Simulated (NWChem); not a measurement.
Molecule: BH₂O₂F; SMILES OB(O)F

```xyz
6

B      0.0000     0.0000    -0.0339
F      0.0000     0.0000     1.3110
O     -1.1679     0.0000    -0.7113
H     -1.9297     0.0000    -0.1247
O      1.1679     0.0000    -0.7113
H      1.9297     0.0000    -0.1247
```
Atoms are numbered in this order, from 1.

All runs: NWChem. The geometry was optimised at PBE0/def2-SVP. Ions are spin-unrestricted doublets at the neutral geometry; other ion states weren't tried.

For level PBE/def2-SVP:

```
Quantity       Result
-------------  ------
−ε(HOMO) (eV)    7.50
```

Problem. Estimate the same quantities for level CAM-B3LYP/def2-SVP.

Solution. The −ε(HOMO) (eV) is 10.81.
